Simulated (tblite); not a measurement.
Species: C5H8OSi2.
Numbering: `[O:1]=[CH:2][C:3]1=[CH:4][CH:5]=[C:6]([SiH3:7])[SiH2:8]1` (hydrogens: H9 on C2; H10 on C4; H11 on C5; H12, H13, H14 on Si7; H15, H16 on Si8)

Geometry (GFN2-xTB, Å), atoms numbered from 1 in this order:
```xyz
16
C5H8OSi2 angstrom
O     -3.6642    0.9729    0.0500
C     -3.0027    0.0929    0.5546
C     -1.5831   -0.0590    0.3718
C     -0.8335   -1.0381    0.9297
C      0.5746   -1.0131    0.6195
C      1.0146   -0.0265   -0.1906
Si     2.8073    0.1714   -0.7094
Si    -0.4755    1.0623   -0.6739
H     -3.4792   -0.6689    1.2079
H     -1.2386   -1.8077    1.5742
H      1.2215   -1.7725    1.0383
H      2.8816    0.0820   -2.1691
H      3.6183   -0.8862   -0.1012
H      3.2794    1.4838   -0.2632
H     -0.7671    0.9966   -2.1030
H     -0.3610    2.4192   -0.1472
```

Calculated harmonic vibrations of the isolated species, GFN2-xTB (tblite), most abundant isotopes, no scaling. Against measured fundamentals such values can be off by several per cent, at times by over 20. Modes of hydrogen on silicon can be 10 to 20 % off. One conformer, not necessarily the lowest.

Harmonic wavenumbers (cm⁻¹): 58.1, 67.6, 112.4, 116.2, 189.0, 229.9, 272.5, 319.2, 384.5, 473.9, 484.8, 535.2, 544.5, 581.3, 586.0, 601.2, 625.6, 702.9, 739.7, 777.6, 783.0, 786.6, 820.3, 888.2, 922.2, 992.6, 1079.7, 1223.5, 1240.2, 1284.9, 1368.2, 1508.8, 1593.7, 1705.8, 2247.9, 2251.6, 2256.3, 2291.9, 2294.1, 2719.7, 3042.9, 3053.3.

A = 3963, B = 755.3, C = 644.0 MHz; mass 140.011 u (most abundant isotopes); point group Cs, symmetry number 1.

Question: What is the zero-point energy?

Answer: ½Σν̃ = 22379 cm⁻¹ = 267.71 kJ/mol.

Question: Entropy at 298.15 K, 1 bar (ideal gas, RRHO, classical rotation)?

Answer: Translation 170.49, rotation 123.43, vibration 123.61: S = 417.5 J/(mol K).

Question: And Cp and H(298.15 K) − H(0)?

Answer: Cp = 167.67 J/(mol K), of which vibrations give 134.41 (their classical limit is 42 R = 349.2); H(298.15 K) − H(0) = 29.83 kJ/mol without the zero-point energy, 19.91 from vibrations.

Question: Which modes carry the vibrational entropy at 298.15 K?

Answer: 58.1 cm⁻¹: 18.91; 67.6 cm⁻¹: 17.67; 112.4 cm⁻¹: 13.50; 116.2 cm⁻¹: 13.23; 189.0 cm⁻¹: 9.36; 229.9 cm⁻¹: 7.86 J/(mol K); the other 36 give 43.07 together.

Question: Blend soft modes into free rotors: weight 1/[1 + (100 cm⁻¹/ν̃)⁴] for the oscillator and the rest for a rotor with moment μB/(μ + B), μ = h/(8π²ν), B = 10⁻⁴⁴ kg m². What vibrational entropy results?

Answer: 114.62 J/(mol K) in place of 123.61, which changes −T·S at 298.15 K by +2.68 kJ/mol.

Hindered rotation and anharmonicity are outside this model. Other conformers, if any are populated, would add a mixing term that is left out.
